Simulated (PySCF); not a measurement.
The complex [FeCl4]2- (charge -2) contains Fe(II), shell d6. The structure is a model geometry with rigid ligands and bond lengths from ionic radii and bond length changed to 0.96 of its base value, not a minimum; coordination tetrahedral, point group Td, metal–donor distances 2.27 Å.

```
5

Fe    0.000    0.000    0.000
Cl    1.314    1.314    1.314
Cl   -1.314   -1.314    1.314
Cl   -1.314    1.314   -1.314
Cl    1.314   -1.314   -1.314
```

Method (PySCF 2.14, density fitting): CASSCF(6,5) with orbitals averaged over all microstates of the shell, strongly contracted NEVPT2 on the averaged canonical orbitals; basis x2c-TZVPall on the metal, x2c-SVPall elsewhere; spin-free X2C; IEF-PCM water; spin-orbit coupling by state interaction with the mean-field operator over all roots.

Task: What is the ground state?

Result: 5E (S = 2, orbital degeneracy 2), with 3.0 electrons in the lower (e-type) set and 3.0 in the upper (t2-type) set, by NEVPT2.

Task: Where do the spin-allowed transitions within the shell lie?

Result: By NEVPT2: 5T2 at 3497 cm⁻¹. The strongest, at 3497 cm⁻¹, has f = 1.0e-04.

Task: Which is the lowest state of another spin?

Result: 3T1 at 17678 cm⁻¹ by NEVPT2; CASSCF alone puts it at 19680 cm⁻¹ above the same ground state.

Task: Give the fitted ligand-field and repulsion parameters.

Result: At CASSCF level (the NEVPT2 levels don't fit a ligand-field model well): orbital energies 0, 0, 2932, 2932, 2932 cm⁻¹; 10Dq = 2932 cm⁻¹; B = 1098 cm⁻¹; C = 4099 cm⁻¹; B over its free-ion value at the same level 0.929; rms of the fit 107 cm⁻¹; ζ = 390 cm⁻¹ (free ion 412).

Task: What are the magnetic parameters?

Result: The ground state is orbitally degenerate (an E term, whose orbital moment is quenched to first order), so no simple spin Hamiltonian is given. The lowest spin-orbit level is 1-fold; the next lies at 17.5 cm⁻¹. μeff is 5.23 μB at 300 K and 4.37 μB at 10 K; the spin-only value is 4.90 μB.

The ground state is orbitally degenerate in this regular structure, which would distort (Jahn–Teller), so its moment is that of the undistorted model. NEVPT2 lifts 5T2 from 2642 to 3497 cm⁻¹; on the d shell alone such lifts tend to overshoot. Gaps between spin states lean to high spin in this active space.

The job took 7.5 s on one thread of Intel Xeon Platinum 8488C (shared host), with 120 basis functions, launched as `OMP_NUM_THREADS=1 python lf_run.py task.json out`.
